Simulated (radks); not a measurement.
The numbers below are computed, except where a source is named.
Mo, 42 electrons, occupied as [Ar] 3d10 4s2 4p5.5 4d5 5s1 5p0.5 (fractional occupations, a model configuration). Code: a radial shooting solver on a logarithmic mesh with Libxc functionals. Model: scalar-relativistic Kohn-Sham, LDA (Slater exchange, Perdew-Zunger correlation), spin-polarised, spherical densities, point nucleus; open shells are filled with parallel spins first (spin-orbit coupling, left out, can overturn this in heavy ions). Some entries of the table are withheld. Estimate them.

orbital,occ.,eigenvalue (eV),<1/r> (bohr^-1)
1s up,1,-19798.27,43.50
1s down,1,-19798.16,43.50
2s up,1,-2799.429,9.792
2s down,1,-2798.840,9.793
2p up,3,-2504.839,9.528
2p down,3,-2504.340,9.529
3s up,1,-478.2906,3.360
3s down,1,-477.7913,3.361
3p up,3,-381.7830,3.199
3p down,3,-381.2391,3.199
3d up,5,-224.2493,2.967
3d down,5,-223.5610,2.969
4s up,1,-67.9260,1.237
4s down,1,-64.7492,1.246
4p up,3,-42.0135,1.095
4p down,2.5,-38.6384,1.103
4d up,5,-6.7030,0.7325
5s up,1,-5.7470,0.3870
5s down,0,-3.2080,0.3453
4d down,0,-3.2016,0.7163
5p up,0.5,-2.0372,0.2796
5p down,0,-0.5628,0.1982
6s up,0,-0.2522,(1)
6s down,0,-0.0671,(2)

Answer. 
(1) 6s up <1/r> (bohr^-1): 0.1154
(2) 6s down <1/r> (bohr^-1): 0.08218
